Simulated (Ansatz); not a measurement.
## A geometry optimisation of CuHSiSn with BLYP-D3(BJ)/def2-SVP

The starting geometry of this gas-phase singlet was optimised with GFN2-xTB.

```yaml
atoms:
  - { symbol: Cu, position_ang: [0.6857, -0.4920, 1.4121] }
  - { symbol: Si, position_ang: [-1.4487, -0.2743, 0.4513] }
  - { symbol: Sn, position_ang: [0.3708, 0.9837, -0.8412] }
  - { symbol: H, position_ang: [0.4439, -0.7285, -1.6741] }
```

Where would you expect an optimisation with BLYP-D3(BJ)/def2-SVP to take it?

A new bond forms, giving a structure with H4 bridging Sn3 and Si2, given below by its coordinates. Distances that change by over a tenth: Sn3–H4 (1.91 → 2.17 Å). Contacts that close: Si2–H4 (2.88 → 1.65 Å).

The energy falls by 0.75 eV over 10 steps:

```tsv
step	E − E(last) (eV)
1	0.750
2	0.640
3	0.461
4	0.190
5	0.034
6	0.011
7	0.006
8	0.000
9	0.000
10	0.000
```

Final geometry (Å):

```yaml
atoms:
  - { symbol: Cu, position_ang: [0.7452, -0.4026, 1.3064] }
  - { symbol: Si, position_ang: [-1.1925, -0.4835, 0.0260] }
  - { symbol: Sn, position_ang: [0.6026, 1.1961, -0.8135] }
  - { symbol: H, position_ang: [-0.1036, -0.8212, -1.1708] }
```

Frequencies at the end are all real (lowest 129 cm⁻¹). Atoms past krypton carry core potentials, without spin–orbit terms. Run with Ansatz 0.2.0, 24 s on 1 thread of Arm Neoverse V1 (shared host).
